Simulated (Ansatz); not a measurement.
Program: Ansatz. Geometries: PBE0-D4/def2-TZVP. ΔE: electronic, gas phase. CCSD(T)/CBS is the MP2 limit (def2-TZVPP, def2-QZVPP) plus CCSD(T) − MP2 in def2-TZVPP, frozen cores. DFT in def2-TZVPP. B3LYP here is the variant with VWN-RPA as its local correlation; programs differ in this. One conformer a species, not always the lowest.

`[SiH3][SiH]1[CH2][AlH]1` + `CSBS` → `C[SiH2][SiH]1[CH2][AlH]1` + `SBS`  (redistribution)

`[SiH3][SiH]1[CH2][AlH]1`:

```xyz
11

Si   -0.811   -0.423    1.779
Si   -0.669   -0.328   -0.538
C     1.167   -0.166   -1.127
Al    0.349    1.581   -1.394
H    -2.188   -0.116    2.253
H    -0.403   -1.742    2.341
H     0.111    0.610    2.333
H    -1.512   -1.348   -1.224
H     1.332   -0.667   -2.089
H     1.965   -0.447   -0.441
H     0.660    3.047   -1.893
```

`CSBS`:

Z-matrix (Å, degrees):
```
C
S 1 1.811
H 1 1.089 2 107.1
H 1 1.088 2 110.5 3 -118.9
H 1 1.088 2 110.5 3 118.9
B 2 1.774 1 103.2 3 179.7
S 6 1.787 2 122.7 1 180.0
H 6 1.193 2 121.0 1 -0.0
H 7 1.346 6 98.7 2 -0.0
```

`C[SiH2][SiH]1[CH2][AlH]1`:

Z-matrix (Å, degrees):
```
C
Si 1 1.879
H 1 1.092 2 110.7
H 1 1.092 2 110.6 3 -119.7
H 1 1.093 2 110.8 3 120.2
Si 2 2.326 1 113.8 3 56.7
H 2 1.495 1 109.4 3 -61.9
H 2 1.491 1 110.0 3 -179.3
Al 6 2.326 2 116.7 1 -133.3
C 6 1.941 2 111.6 1 -74.5
H 6 1.492 2 113.8 1 59.1
H 9 1.581 6 164.7 2 -79.8
H 10 1.090 6 118.3 2 16.4
H 10 1.096 6 112.3 2 144.8
```

`SBS`:

Z-matrix (Å, degrees):
```
B
S 1 1.787
S 1 1.783 2 122.5
H 1 1.190 2 121.4 3 -180.0
H 2 1.342 1 97.3 3 180.0
H 3 1.346 1 98.9 2 0.0
```

```csv
level,ΔE (kJ/mol),difference from CCSD(T)/CBS
B3LYP-D4,-44.8,2.2
ωB97M-V,-47.9,-0.9
B2PLYP,-45.5,1.5
r2SCAN,-46.3,0.7
MP2/def2-TZVPP,-48.5,-1.5
SCS-MP2/def2-TZVPP,-46.0,1.0
CCSD(T)/def2-TZVPP,-47.7,-0.7
HF/def2-QZVPP,-43.9,3.1
MP2/CBS(def2),-47.7,-0.7
CCSD/CBS(def2),-47.6,-0.6
CCSD(T)/CBS,-47.0,0
```

Largest T1 diagnostic among the species: 0.014.

In def2-TZVPP, CCSD(T) changes the Hartree–Fock value by −3.6 kJ/mol (the triples alone add +0.7 kJ/mol) and MP2 by −4.4 kJ/mol.
